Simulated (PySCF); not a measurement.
Delta-SCF ions had no search for a lower state. Excitations are Tamm–Dancoff values on a coarser integration grid. The basis has no diffuse functions, so Rydberg states are missing or too high.

# C₂H₄B₂, SMILES `BC1=CB1` (charge 0, multiplicity 1)

All values below come from CAM-B3LYP-D3(BJ)/def2-TZVP (PySCF).

| Quantity | Value |
|---|---|
| HOMO | -9.31 eV |
| dipole moment | 0.152 e·Å |
| HOMO–LUMO gap | 9.07 eV |
| LUMO | -0.24 eV |
| S1 excitation (TDA) | 5.67 eV |
| S1 oscillator strength | 0.000 |
| brightest of the four lowest singlets (TDA) | 5.85 eV |
| T1 excitation (TDA) | 4.85 eV |
| S1–T1 gap (TDA) | 0.82 eV |
| vertical ionisation energy (Delta-SCF) | 10.31 eV |
| total energy | -3488.66 eV |
| cost | roughly 60 core-seconds |

```xyz
8

B      1.4933    -0.0395    -0.0502
C      0.0238     0.1315    -0.0486
C     -1.1776     0.7264    -0.2115
B     -1.2462    -0.6136     0.2752
H      2.1162     0.2039     0.9337
H      2.0330    -0.4959    -1.0071
H     -1.5034     1.6971    -0.5478
H     -1.7390    -1.6097     0.6562
```
